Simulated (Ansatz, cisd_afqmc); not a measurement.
System: AlH$_{2}$, charge 1, singlet. AlH2+ (SMILES [AlH2+]).
B3LYP-D3(BJ)/def2-TZVP minimum from Ansatz (a first-principles code):
```xyz
3

Al     0.0000     0.0000     0.0000
H      0.0000     0.0000     1.5491
H      0.0000     0.0000    -1.5491
```
Charge +1, spin multiplicity 1.

Total energies in cc-pV(T+d)Z, 4 correlated electrons, 5 frozen orbitals. Radicals and triplets start from unrestricted determinants; spin-orbit coupling is neglected. Correlated methods leave the cores frozen. No relativity. AFQMC/CISD: phaseless, guided by CISD from CCSD amplitudes; bars are statistical, one sigma. Outlying blocks are dropped, and bars are widened where a walk drifts. Over all cases where full CI ran beside it in this data, AFQMC minus full CI had a median of +0.1 mEh and passed +0.4 mEh in a tenth of the cases. The spin of H2Al+ ([AlH2+], singlet) was assumed, and the state is the lowest solution found for it.

| method | program | energy (Eh) | error against FCI (mEh) |
|---|---|---|---|
| HF | Ansatz | -242.78986 | 78.73 |
| MP2 | Ansatz | -242.85059 | 18.00 |
| CCSD | Ansatz | -242.86763 | 0.96 |
| CCSD(T) | Ansatz | -242.86834 | 0.25 |
| CCSDT(Q) | Ansatz | -242.86859 | 0.01 |
| CCSDTQ | Ansatz | -242.86859 | 0.00 |
| AFQMC/CISD | cisd_afqmc | -242.8686 ± 0.0001 | 0.0 ± 0.1 |
| FCI | Ansatz | -242.86859 | 0.00 |

Rough core times of Ansatz's runs on a shared machine: CCSD(T) under 20 s, CCSDT(Q) under 20 s, CCSDTQ 90 s, FCI under 20 s.
